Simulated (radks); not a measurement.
Values are calculated unless marked as measured or tabulated.
Valence configurations of the europium ion Eu+ (all share [Xe]). Code: a radial shooting solver on a logarithmic mesh with Libxc functionals. Model: non-relativistic Kohn-Sham, PBE, spin-polarised, spherical densities, point nucleus; open shells are filled with parallel spins first (spin-orbit coupling, left out, can overturn this in heavy ions); relativity is left out, which matters for an element this heavy. Order these by energy: 4f7 6p1; 4f6 5d1 6s1; 4f7 6s0.5 6p0.5; 4f8; 4f6 5d1 6p1; 4f7 5d1; 4f6 6s2; 4f7 5d0.5 6s0.5; 4f6.5 5d0.5 6s1; 4f7 6s1.

Answer. From the lowest, in eV above it: 4f7 6s1 0.000; 4f7 5d0.5 6s0.5 0.206; 4f7 5d1 0.522; 4f7 6s0.5 6p0.5 1.367; 4f8 2.287; 4f7 6p1 2.722; 4f6.5 5d0.5 6s1 3.419; 4f6 5d1 6s1 8.088; 4f6 6s2 9.916; 4f6 5d1 6p1 11.090. NIST lists [Xe] 4f7 6s1 as the ground configuration; this level of theory agrees among the configurations tried. The energies are those of spherical high-spin densities, not of single terms. Relativity is left out, which favours d and f over s occupation in heavy atoms.
